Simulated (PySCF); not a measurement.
Isomers of C8H8FP, one GFN2-xTB conformer each. Single-point energies are computed at PBE0/pcSseg-1 (PySCF, gas phase, no added dispersion term), electronic only.

```tsv
SMILES	GFN2-xTB relative energy (kcal/mol)
Fc1cccc(C2CC2)p1	3.8
C/C=P\c1cccc(F)c1	5.2
C=CPc1cccc(F)c1	8.8
Fc1ccccc1P1CC1	0.0
C/C=P\c1ccc(F)cc1	5.2
Cc1ccccc1/P=C/F	5.6
Cc1cccc(/P=C\F)c1	6.8
```

Conformers: `[F:1][c:2]1[cH:3][cH:4][cH:5][c:6]([CH:7]2[CH2:8][CH2:9]2)[p:10]1` with C5–C6–C7–C8 -145°; `[CH3:1]/[CH:2]=[P:3]\[c:4]1[cH:5][cH:6][cH:7][c:8]([F:9])[cH:10]1` with C2–P3–C4–C5 -116°; `[CH2:1]=[CH:2][PH:3][c:4]1[cH:5][cH:6][cH:7][c:8]([F:9])[cH:10]1` with C1–C2–P3–C4 -121°, C2–P3–C4–C5 -74°; `[F:1][c:2]1[cH:3][cH:4][cH:5][cH:6][c:7]1[P:8]1[CH2:9][CH2:10]1` with C6–C7–P8–C9 -114°; `[CH3:1]/[CH:2]=[P:3]\[c:4]1[cH:5][cH:6][c:7]([F:8])[cH:9][cH:10]1` with C2–P3–C4–C5 -69°; `[CH3:1][c:2]1[cH:3][cH:4][cH:5][cH:6][c:7]1/[P:8]=[CH:9]/[F:10]` with C6–C7–P8–C9 51°; `[CH3:1][c:2]1[cH:3][cH:4][cH:5][c:6](/[P:7]=[CH:8]\[F:9])[cH:10]1` with C5–C6–P7–C8 126°.

Q: What does PBE0/pcSseg-1 give for the same structures?

A: 
| SMILES | PBE0/pcSseg-1 E (Eh) | PBE0/pcSseg-1 (kcal/mol) | GFN2-xTB (kcal/mol) | point group |
| --- | --- | --- | --- | --- |
| Fc1ccccc1P1CC1 | -750.18037 | 0.0 | 0.0 | C1 |
| C/C=P\c1cccc(F)c1 | -750.17391 | 4.0 | 5.2 | C1 |
| C/C=P\c1ccc(F)cc1 | -750.17381 | 4.1 | 5.2 | C1 |
| Cc1cccc(/P=C\F)c1 | -750.16627 | 8.8 | 6.8 | C1 |
| C=CPc1cccc(F)c1 | -750.16589 | 9.1 | 8.8 | C1 |
| Cc1ccccc1/P=C/F | -750.16574 | 9.2 | 5.6 | C1 |
| Fc1cccc(C2CC2)p1 | -750.16021 | 12.6 | 3.8 | Cs |

Both levels put the same isomer lowest; measured from each level's own lowest isomer, the values differ by up to 8.8 kcal/mol (Fc1cccc(C2CC2)p1: 3.8 against 12.6). Neighbours under 2.5 kcal/mol apart (C/C=P\c1cccc(F)c1 and C/C=P\c1ccc(F)cc1; Cc1cccc(/P=C\F)c1 and C=CPc1cccc(F)c1; C=CPc1cccc(F)c1 and Cc1ccccc1/P=C/F) can change places with a better method, another conformer or zero-point energy.

Q: Which frontier levels, dipoles and rotational constants go with these structures?

A: 
```json
{"SMILES": "Fc1ccccc1P1CC1", "HOMO (eV, PBE0/pcSseg-1)": "-6.92", "LUMO (eV)": "-0.76", "dipole (D)": "2.15", "A, B, C (MHz)": "2122, 928.4, 723.4"}
{"SMILES": "C/C=P\\c1cccc(F)c1", "HOMO (eV, PBE0/pcSseg-1)": "-7.04", "LUMO (eV)": "-1.57", "dipole (D)": "1.70", "A, B, C (MHz)": "1923, 763.6, 640.4"}
{"SMILES": "C/C=P\\c1ccc(F)cc1", "HOMO (eV, PBE0/pcSseg-1)": "-6.91", "LUMO (eV)": "-1.51", "dipole (D)": "1.71", "A, B, C (MHz)": "2656, 632.2, 581.4"}
{"SMILES": "Cc1cccc(/P=C\\F)c1", "HOMO (eV, PBE0/pcSseg-1)": "-6.87", "LUMO (eV)": "-1.60", "dipole (D)": "0.93", "A, B, C (MHz)": "1897, 813.0, 639.5"}
{"SMILES": "C=CPc1cccc(F)c1", "HOMO (eV, PBE0/pcSseg-1)": "-6.80", "LUMO (eV)": "-0.78", "dipole (D)": "1.36", "A, B, C (MHz)": "2204, 644.8, 577.4"}
{"SMILES": "Cc1ccccc1/P=C/F", "HOMO (eV, PBE0/pcSseg-1)": "-6.88", "LUMO (eV)": "-1.68", "dipole (D)": "2.39", "A, B, C (MHz)": "2165, 738.0, 582.4"}
{"SMILES": "Fc1cccc(C2CC2)p1", "HOMO (eV, PBE0/pcSseg-1)": "-6.96", "LUMO (eV)": "-1.66", "dipole (D)": "2.90", "A, B, C (MHz)": "2303, 835.9, 644.1"}
```
